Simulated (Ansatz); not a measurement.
Ansatz results at the PBE0-D4/def2-TZVP geometry: size of the dipole moment (ωB97M-V/def2-TZVPP) 1.64 D; size of the dipole moment (B3LYP/def2-TZVPP) 1.47 D; LUMO energy (PBE/def2-TZVPP) -2.77 eV.

(1) Which molecule gave them?
A. `[GaH2][I]`
B. `[NH2][Ga]([Cl])[Cl]`
C. `[F][GaH2]`
D. `[CH3][Ga]([CH3])[OH]`

Answers

(1) A. The others give `[CH3][Ga]([CH3])[OH]`: 1.84, 1.82, -1.01; `[F][GaH2]`: 2.22, 2.22, -2.43; `[NH2][Ga]([Cl])[Cl]`: 2.57, 2.60, -1.96.

B3LYP here is the variant with VWN-RPA as its local correlation; programs differ in this.
